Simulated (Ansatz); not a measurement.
One geometry of Ga3N3⁺, several levels of theory.

```yaml
crystal:
  periodic: [false, false, false]
  atoms:
    - {symbol: Ga, position_ang: [-1.537658, 0.162873, 0.081966]}
    - {symbol: Ga, position_ang: [0.855241, 1.238332, -0.097196]}
    - {symbol: Ga, position_ang: [0.695022, -1.383353, 0.014811]}
    - {symbol: N, position_ang: [-0.904379, 1.866713, -0.023071]}
    - {symbol: N, position_ang: [2.062952, -0.188450, -0.110389]}
    - {symbol: N, position_ang: [-1.171168, -1.696124, 0.133889]}
basis:
  gaussian: {orbitals: def2-TZVP, initial_orbitals: start.molden}
total_charge: 1
magnetization: {spin_polarized: true, initial_magnetization: 1}
hamiltonian: {xc: {name: B2PLYP}}
scf: {omitted_lower_state_checks: [starts]}
```

The file start.molden holds the orbitals of an earlier run on this structure, at another level or in another basis.

```sh
$ ansatz run in.yaml --threads 4 --pin off --events-out ev --progress --plain --max-ram 8704MiB
```

Output, abridged:

```
Functional definition: B2PLYP
1554 factors; integrals over basis functions are off by at most 1.3e-3 eV
mean field evaluation 1: about -161549.2560 eV, gradient 1.1e1 eV
mean field evaluation 2: about -161549.5361 eV, gradient 4.6e-1 eV
mean field evaluation 4: about -161549.7017 eV, gradient 4.5e-2 eV
mean field evaluation 8: about -161549.7017 eV, gradient 2.2e-6 eV
mean field -161549.70170946 eV, -5936.8420355019 hartree, gradient 3.7e-6 eV, S^2 0.770941; 0 other end points of the search recorded, 0 dependent functions left out
30 core orbitals not correlated: weight in the atoms' cores, before any rotation towards them, 1.000 or more for the frozen orbitals, at most 0.000 for the correlated occupied ones
reference -161549.70186466 eV, -5936.8420412053 hartree; 27, 26 occupied and 180, 181 virtual orbitals, 1554 factors
second order -43.68511356 eV of doubles, -0.00000000 eV of singles
Total energy: -161561.49684532 eV, -5937.2754987497 hartree
Checks for a lower state left out: starts
```

Run time 19 s (4 threads of Arm Neoverse V2 on a shared host), peak host memory 1.1 GiB.

First input, but with `hamiltonian: {xc: pbe, dispersion: d4}`, `output: {orbitals: {seedname: orbitals}}` (abridged; 7.5 s):

```
Functional definition: PBE
mean field evaluation 16: about -161566.0713 eV, gradient 3.2e-6 eV
mean field -161566.07126109 eV, -5937.4436054286 hartree, gradient 3.2e-6 eV, S^2 0.761472
Total energy: -161566.35390052 eV, -5937.4539922360 hartree
Checks for a lower state left out: starts
```

As the first input, with `correlation: {method: mp2}`, `output: {orbitals: {seedname: orbitals}}` and without the key `hamiltonian` (abridged; 20 s):

```
Functional definition: HF
mean field evaluation 16: about -161437.9257 eV, gradient 2.9e-6 eV
mean field -161437.92572669 eV, -5932.7343438994 hartree, gradient 5.5e-6 eV, S^2 0.989978
30 core orbitals not correlated: weight in the atoms' cores, before any rotation towards them, 1.000 or more for the frozen orbitals, at most 0.000 for the correlated occupied ones
second order -33.42644083 eV of doubles, -0.00000000 eV of singles
Total energy: -161471.35216752 eV, -5933.9627429427 hartree
Checks for a lower state left out: starts
```

The first input with `hamiltonian: {xc: r2scan, dispersion: d4}`, `output: {orbitals: {seedname: orbitals}}` (abridged; 37 s):

```
Functional definition: r2SCAN
mean field evaluation 16: about -161591.1379 eV, gradient 1.4e-5 eV
mean field -161591.13787981 eV, -5938.3647866758 hartree, gradient 1.4e-5 eV, S^2 0.771972
Total energy: -161591.19569228 eV, -5938.3669112448 hartree
Checks for a lower state left out: starts
```

As the first input, with `hamiltonian: {xc: pbe}`, `correlation: {method: rpa}` (abridged; 12 s):

```
Functional definition: PBE
mean field -161566.07124822 eV, -5937.4436049558 hartree, gradient 2.2e-6 eV, S^2 0.761472
30 core orbitals not correlated: weight in the atoms' cores, before any rotation towards them, 1.000 or more for the frozen orbitals, at most 0.000 for the correlated occupied ones
Total energy: -161484.46306637 eV, -5934.4445595888 hartree
Checks for a lower state left out: starts
```

Geometry: PBE-D4/def2-SVP.

Correlated methods freeze 30 core orbitals; core or outer-core shells of Ga are correlated, in sets that lack core-valence functions. At PBE-D4/def2-TZVP the gap within one spin of the charge 1 doublet nearly closes, so an electron or hole may be smeared out by delocalisation error. At MP2/def2-TZVP the charge 1 doublet is spin-contaminated (final ⟨S²⟩ up to 0.99, 0.75 for a pure state). The structure comes from a short search, and lower isomers may exist.
